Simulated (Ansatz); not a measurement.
Consider the cleavage of the Si–Si bond: `BC[SiH2][SiH3]` + H–F → `BC[SiH2]F` + SiH₄.

Computed with Ansatz on PBE0-D4/def2-TZVP structures; ΔE is electronic, products minus reactants. CCSD(T)/CBS is the MP2 limit (def2-TZVPP, def2-QZVPP) plus CCSD(T) − MP2 in def2-TZVPP, frozen cores. This one scheme is used for every species. DFT in def2-TZVPP. One conformer a species, not always the lowest.

| level | ΔE (kJ/mol) |
| --- | --- |
| r2SCAN0-D4 | -133.3 |
| B2PLYP | -146.9 |
| r2SCAN0 | -135.8 |
| SCS-MP2/def2-QZVPP | -147.2 |

Task: What does CCSD(T)/CBS give? (Best estimate.)

Result: Ansatz gave: -132.8 kJ/mol. The listed levels differ from it by -0.5, -14.1, -3.0, -14.4 kJ/mol.

Largest T1 diagnostic among the species: 0.012.

The D4 term adds +11.6 kJ/mol with B3LYP and +6.6 kJ/mol with PBE0; it sums over pairs of atoms, weighted by their polarisabilities, and B3LYP, whose exchange is more repulsive, gets the larger term. From BLYP to BHLYP (50 % exact exchange), in def2-TZVPP and without D4, ΔE moves by −10.9 kJ/mol. Leaving LDA and LC-ωPBE aside and taking each functional with its dispersion term where it has one, the values, not all of them listed here, spread over 39.2 kJ/mol, from CAM-B3LYP-D4 to revPBE-D4. LDA lies +5.1 kJ/mol from PBE without D4.

CCSD(T)/CBS has its own doubt, a few kJ/mol and more with outer-core shells, so smaller differences from it don't rank the levels.

B3LYP here is the variant with VWN-RPA as its local correlation; programs differ in this.
